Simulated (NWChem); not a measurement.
System: C5H2F2; SMILES C#CC(F)(F)C#C

Input file for NWChem:

```
start job
memory heap 200 mb stack 900 mb global 1100 mb
geometry units angstroms noautoz
  C      2.211399     0.000000    -1.158658
  C      1.217815     0.000000    -0.471768
  C      0.000000     0.000000     0.353813
  F      0.000000    -1.086886     1.161437
  F      0.000000     1.086886     1.161437
  C     -1.217815     0.000000    -0.471768
  C     -2.211399     0.000000    -1.158658
  H      3.097626     0.000000    -1.767905
  H     -3.097626     0.000000    -1.767905
end
basis spherical
  C library 6-31g*
  F library 6-31g*
  H library 6-31g*
end
dft
  xc m06
  iterations 150
  mulliken
end
task dft energy
```

Structure relaxed at the PBE0/def2-SVP level.

**Question.** Predict the main results of this run. (M06/6-31G* (spherical d).) Quantities: energy (Ha); highest occupied level (eV); orbital gap (eV); dipole (D).

**Answer.** 
* **energy (Ha)**: -391.03
* **highest occupied level (eV)**: -8.27
* **orbital gap (eV)**: 8.02
* **dipole (D)**: 2.40
